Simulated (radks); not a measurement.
The table gives one normalised radial function P(r) = r R(r) of Kr4+ in [Ar] 3d10 4s2 4p2 (r in bohr). Calculated with a radial shooting solver on a logarithmic mesh with Libxc functionals: scalar-relativistic Kohn-Sham, PBE, spin-polarised, spherical densities, finite nucleus; open shells are filled with parallel spins first; Fermi nuclear charge, rms radius 4.1884 fm.

r,P
0.002064,0.0447
0.002688,0.0563
0.003472,0.0700
0.004521,0.0867
0.005839,0.1055
0.007604,0.1269
0.009901,0.1491
0.01279,0.1691
0.01665,0.1840
0.02169,0.1868
0.02801,0.1703
0.03648,0.1248
0.0475,0.0441
0.06135,-0.0656
0.07989,-0.1929
0.1032,-0.2917
0.1344,-0.3105
0.175,-0.1936
0.226,0.0489
0.2943,0.3405
0.3832,0.5027
0.495,0.3890
0.6446,-0.0169
0.8394,-0.5376
1.084,-0.8973
1.412,-0.9416
1.824,-0.6971
2.375,-0.3564
3.092,-0.1190
3.994,-0.0247
5.201,-0.0025

Which n and l does it have? It may be an empty orbital.

Answer. n = 4, l = 0: the number of nodes gives n - l - 1 = 3, the rise at small r (about r^(l+1)) gives l, and the extent must fit the shell. The curve is that of 4s down; the table hardly tells the two spins apart. 4s down: eigenvalue -71.292 eV, 3 radial nodes at r = 0.0530, 0.216, 0.639 bohr, <r> = 1.43 bohr, 90 % of the charge inside 2.08 bohr.
